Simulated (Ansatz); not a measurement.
Basis-set extrapolation for C3H6BN, SMILES `CNC1=CB1` (PBE0-D4/def2-TZVP geometry, frozen core, the Gaussian-basis code of Ansatz). Multiplicity 1, RHF reference.

|  | def2-TZVPP | def2-QZVPP |
| --- | --- | --- |
| HF | -196.250912 | -196.259791 |
| MP2 correlation | -0.783560 | -0.835176 |
| CCSD(T) correlation | -0.854451 | not run |

Energies in hartree. Use E(X) = E(∞) + A·exp(−7.88·√X) for Hartree–Fock and E(X) = E(∞) + B·X^(−2.97) for correlation, with X = 3 and 4, and add CCSD(T) minus MP2 of the smaller set to the MP2 limit.

Q: What is the CCSD(T) energy at the basis-set limit?

A: HF limit: -196.259791 + (-0.008879) × 0.13774 = -196.26101. MP2 limit: -0.835176 + (-0.051616) × 0.74074 = -0.87341. Higher-order term: -0.854451 − (-0.783560) = -0.07089. Total: -197.20531 hartree, 2.72 eV below CCSD(T)/def2-TZVPP.
